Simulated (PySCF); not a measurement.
Job file and geometry (Å, from GFN2-xTB) of a spin–spin coupling run on SMILES [BH2-]1OCCO1, [C$_{2}$H$_{6}$BO$_{2}$]-, PySCF, B3LYP/pcJ-1 indirect spin-spin coupling, non-relativistic, gas phase; density fitting, a coarse starting grid and PySCF grid level 2 are the driver's defaults:

```
{"job": {"kind": "j", "xc": "B3LYP", "basis": "pcJ-1"}, "charge": -1, "multiplicity": 1}
B      1.339830    -0.189255     0.442407
O      0.606264     1.129163     0.345676
C     -0.550726     0.851380    -0.340138
C     -0.898724    -0.632758    -0.047007
O      0.203689    -1.197002     0.551191
H      2.031858    -0.216070     1.429304
H      1.990147    -0.398656    -0.588628
H     -1.357084     1.535738    -0.019022
H     -0.415383     0.983555    -1.436853
H     -1.777063    -0.706321     0.627077
H     -1.167383    -1.157103    -0.989971
```

**Question.** What does the program print?

**Answer.** 
```
coarse grid: 9152 points
cycle   1  E = -254.9508306494  dE =  5.694e-01  |g| = 9.908e-01  |ddm| = 2.579e+00
cycle   2  E = -254.4982715222  dE =  4.526e-01  |g| = 1.830e+00  |ddm| = 4.789e+00
cycle   3  E = -255.1461734219  dE = -6.479e-01  |g| = 1.029e-01  |ddm| = 3.731e+00
cycle   4  E = -255.1473444669  dE = -1.171e-03  |g| = 6.979e-02  |ddm| = 1.233e-01
cycle   5  E = -255.1484888575  dE = -1.144e-03  |g| = 1.368e-02  |ddm| = 7.454e-02
cycle   6  E = -255.1485226058  dE = -3.375e-05  |g| = 3.939e-03  |ddm| = 1.388e-02
cycle   7  E = -255.1485251599  dE = -2.554e-06  |g| = 1.441e-03  |ddm| = 4.936e-03
final grid: 88272 points
cycle   8  E = -255.2055209502  dE = -1.443e-04  |g| = 5.949e-03  |ddm| = 1.789e-02
cycle   9  E = -255.2055156350  dE =  5.315e-06  |g| = 7.485e-03  |ddm| = 9.353e-03
cycle  10  E = -255.2055262482  dE = -1.061e-05  |g| = 1.224e-03  |ddm| = 6.308e-03
cycle  11  E = -255.2055264190  dE = -1.707e-07  |g| = 6.515e-04  |ddm| = 1.673e-03
cycle  12  E = -255.2055265046  dE = -8.565e-08  |g| = 3.885e-05  |ddm| = 6.921e-04
cycle  13  E = -255.2055265047  dE = -1.312e-10  |g| = 3.024e-05  |ddm| = 6.946e-05
converged SCF energy = -255.2055265047

Indirect spin-spin couplings (Hz)
  i      j    bonds     total        FC       PSO       DSO        SD
  0 B    1 O    1      6.912     5.747     1.768    -0.144    -0.458
  0 B    2 C    2      0.490     0.584    -0.090    -0.002    -0.003
  0 B    3 C    2     -0.006     0.141    -0.112    -0.015    -0.020
  0 B    4 O    1      7.284     6.450     1.474    -0.145    -0.495
  0 B    5 H    1    112.078   111.888    -1.104     1.173     0.121
  0 B    6 H    1    103.146   102.953    -1.068     1.205     0.055
  0 B    7 H    3      5.453     5.514     0.665    -0.732     0.005
  0 B    8 H    3     -0.250    -0.110     0.117    -0.227    -0.029
  0 B    9 H    3      2.358     2.439     0.550    -0.626    -0.006
  0 B   10 H    3      0.962     1.081     0.347    -0.446    -0.020
  1 O    2 C    1     23.599    21.951     1.769    -0.121         -
  1 O    3 C    2     -1.636    -1.785     0.147     0.002         -
  1 O    5 H    2    -12.001   -12.139     0.153    -0.014         -
  1 O    6 H    2     -5.037    -5.147     0.102     0.009         -
  1 O    7 H    2    -10.279    -9.701    -0.699     0.121         -
  1 O    8 H    2     -5.782    -5.087    -0.837     0.142         -
  1 O    9 H    3     -0.112    -0.087    -0.206     0.181         -
  1 O   10 H    3      0.352     0.297    -0.208     0.262         -
  2 C    3 C    1     34.347    34.220    -0.137     0.264         -
  2 C    4 O    2     -1.236    -1.266     0.026     0.003         -
  2 C    5 H    3      9.047     9.087     0.420    -0.460         -
  2 C    6 H    3      1.245     1.299     0.030    -0.084         -
  2 C    7 H    1    139.123   137.751     0.335     1.037         -
  2 C    8 H    1    135.272   133.958     0.254     1.060         -
  2 C    9 H    2     -0.392    -0.304    -0.047    -0.041         -
  2 C   10 H    2      1.983     2.070    -0.059    -0.028         -
  3 C    4 O    1     23.404    21.879     1.646    -0.121         -
  3 C    5 H    3      7.870     7.921     0.386    -0.437         -
  3 C    6 H    3      0.497     0.547     0.111    -0.161         -
  3 C    7 H    2      1.260     1.335    -0.015    -0.060         -
  3 C    8 H    2      0.775     0.899    -0.113    -0.011         -
  3 C    9 H    1    137.772   136.403     0.327     1.042         -
  3 C   10 H    1    136.710   135.374     0.296     1.040         -
  4 O    5 H    2    -11.511   -11.598     0.100    -0.012         -
  4 O    6 H    2     -6.740    -6.820     0.082    -0.002         -
  4 O    7 H    3     -0.943    -0.966    -0.235     0.257         -
  4 O    8 H    3      0.086     0.144    -0.249     0.191         -
  4 O    9 H    2     -9.713    -9.044    -0.790     0.121         -
  4 O   10 H    2     -7.726    -7.012    -0.854     0.140         -
  5 H    6 H    2      3.139     3.120     0.878    -0.860         -
  5 H    7 H    4     -0.345    -0.212     1.564    -1.697         -
  5 H    8 H    4     -0.631    -0.481     1.648    -1.798         -
  5 H    9 H    4     -0.587    -0.446     1.265    -1.406         -
  5 H   10 H    4     -0.560    -0.420     1.763    -1.903         -
  6 H    7 H    4     -0.959    -0.823     1.823    -1.959         -
  6 H    9 H    4     -0.579    -0.454     1.892    -2.017         -
  6 H   10 H    4      0.332     0.432     0.210    -0.310         -
  7 H    8 H    2     -5.586    -5.661     1.967    -1.892         -
  7 H    9 H    3      8.399     8.406    -0.512     0.505         -
  7 H   10 H    3      2.773     2.899     1.458    -1.584         -
  8 H    9 H    3      8.013     8.154     2.000    -2.142         -
  8 H   10 H    3      9.270     9.263    -0.715     0.722         -
  9 H   10 H    2     -4.754    -4.831     1.926    -1.849         -
```

Size and cost of the density-fitted run: 195 basis functions, 18 s wall time on 1 thread of an x86-64 server CPU, shared host.
